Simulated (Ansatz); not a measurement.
Program: Ansatz. Geometries: PBE0-D4/def2-TZVP. ΔE: electronic, gas phase. CCSD(T)/CBS adds triple-zeta CCSD(T) − MP2 to the extrapolated MP2 energy (def2 sets, frozen cores). Functionals use def2-TZVPP. B3LYP here is the variant with VWN-RPA as its local correlation; programs differ in this. For Se outer-core shells are correlated without core-valence functions, which leaves a few kJ/mol of doubt a bond. Scalar relativity is left out up to krypton. Each species was taken in one conformer, which may not be the lowest.

Consider the cleavage of the Si–Si bond: `N[Si]([SiH3])(Cl)O[SiH3]` + `[AlH2][SeH]` → `[AlH2][Se][SiH3]` + `N[SiH](Cl)O[SiH3]`.

**Question.** Is it downhill or uphill in electronic energy at CCSD(T)/CBS, and by how much? (An estimate is asked.)

**Answer.** Ansatz gave: Downhill: ΔE = -72.6 kJ/mol.

**Question.** What do these levels give: PBE-D4, r2SCAN-D4, PBE0-D4, B3LYP-D4, ωB97X-V, B2PLYP, r2SCAN, PBE0, B3LYP, MP2/def2-TZVPP, SCS-MP2/def2-TZVPP, CCSD/CBS(def2)? (Estimate.)

**Answer.** The calculation gave: PBE-D4 -56.0, r2SCAN-D4 -66.7, PBE0-D4 -63.1, B3LYP-D4 -63.6, ωB97X-V -67.0, B2PLYP -71.3, r2SCAN -67.8, PBE0 -65.4, B3LYP -66.6, MP2/def2-TZVPP -79.5, SCS-MP2/def2-TZVPP -78.3, CCSD/CBS(def2) -74.0 kJ/mol.

Largest T1 diagnostic among the species: 0.012.

In def2-TZVPP, CCSD(T) changes the Hartree–Fock value by +14.2 kJ/mol (the triples alone add +1.5 kJ/mol) and MP2 by +3.7 kJ/mol. From PBE to PBE0 (25 % exact exchange), in def2-TZVPP and without D4, ΔE moves by −7.3 kJ/mol. The D4 term adds +3.0 kJ/mol with B3LYP and +2.2 kJ/mol with PBE0; it sums over pairs of atoms, weighted by their polarisabilities, and B3LYP, whose exchange is more repulsive, gets the larger term.
